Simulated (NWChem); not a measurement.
Molecule: C7H7, doublet; SMILES c1c(C)ccc[c]1

Not confirmed as a minimum by frequencies.

Task: Give the equilibrium geometry at PBE0/def2-SVP, spin-unrestricted (NWChem) as a Z-matrix, with the point group.

Result: point group C1; any orientation.
```
C
C 1 1.4011
H 2 1.0935 1 119.00
C 2 1.3957 3 119.27 1 -179.90
H 4 1.0938 2 119.77 3 0.02
C 4 1.4003 5 119.75 2 -179.83
C 6 1.3767 4 115.83 5 179.80
C 7 1.3742 6 126.13 4 -0.01
H 6 1.0931 7 122.78 8 179.81
H 8 1.0946 7 121.97 6 -179.80
C 1 1.5022 2 121.35 3 1.21
H 11 1.0993 1 111.49 2 -17.56
H 11 1.1005 12 108.10 1 122.85
H 11 1.1028 12 107.50 13 115.31
```
